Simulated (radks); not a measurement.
Question: Coherent X-ray form factor from a spherical all-electron density. All-electron calculation, scalar-relativistic Kohn-Sham, r2SCAN, spin-polarised, spherical densities, finite nucleus; meta-GGA in the generalised Kohn-Sham scheme; Fermi nuclear charge, rms radius of each element as measured or else 0.836 A^(1/3) + 0.57 fm. Program: a radial shooting solver on a logarithmic mesh with Libxc functionals.

| sin(theta)/lambda (1/angstrom) | f0 (electrons) |
|---|---|
| 0.05 | 66.339 |
| 0.1 | 64.470 |
| 0.15 | 61.685 |
| 0.2 | 58.350 |
| 0.25 | 54.804 |
| 0.3 | 51.298 |
| 0.4 | 44.926 |
| 0.5 | 39.597 |
| 0.6 | 35.141 |
| 0.8 | 28.094 |
| 1 | 23.003 |
| 1.25 | 18.850 |
| 1.5 | 16.281 |
| 2 | 12.798 |

The species is in the configuration that NIST lists as its ground one. Which atom or ion scatters so?

Answer: The thulium ion Tm2+, [Xe] 4f(up 6.875, down 6.125). Extrapolating in s^2 from the first two rows gives f0(0) = 67.0, near the electron count 67; among species with that count, the fall with angle is slower the higher Z, and the table is that of Z = 69; from so few rows the species is fixed only to a neighbour or two.
